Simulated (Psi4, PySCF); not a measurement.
Conformational energy of SMILES COC(=O)c1ccc(C)cc1. Scanned: dihedral C1–O2–C3–O4; all other coordinates were relaxed at GFN2-xTB. Points at φ and −φ are mirror images. Heavy atoms are numbered in the order of the SMILES COC(=O)c1ccc(C)cc1, hydrogens after them in the order of the atoms that carry them; the mirror image has the same energies with the sign of each dihedral reversed.

Methods: RKS-B3LYP/6-31G* = restricted B3LYP/6-31G*, spherical d, density fitting // GFN2-xTB in PySCF 2.14.0; RKS-B3LYP/3-21G = restricted B3LYP/3-21G, density fitting // GFN2-xTB in PySCF; PBE-D3(BJ)/def2-SVP // GFN2-xTB (Psi4).

Energies relative to the lowest point of each profile, in mEh:

```csv
φ / °,RKS-B3LYP/6-31G*,RKS-B3LYP/3-21G
-165,20.8,25.4
-150,20.2,23.2
-135,20.4,21.9
-105,20.4,19.6
-75,17.4,16.0
-45,9.1,8.0
-30,4.9,3.8
0,0.0,0.0
15,1.5,1.1
60,13.6,12.4
90,19.5,18.3
135,20.4,21.9
```

Predict the corresponding PBE-D3(BJ)/def2-SVP column.

-165: 18.5; -150: 18.3; -135: 19.0; -105: 20.2; -75: 17.7; -45: 9.0; -30: 4.6; 0: 0.0; 15: 1.4; 60: 13.8; 90: 19.8; 135: 19.0 (mEh).
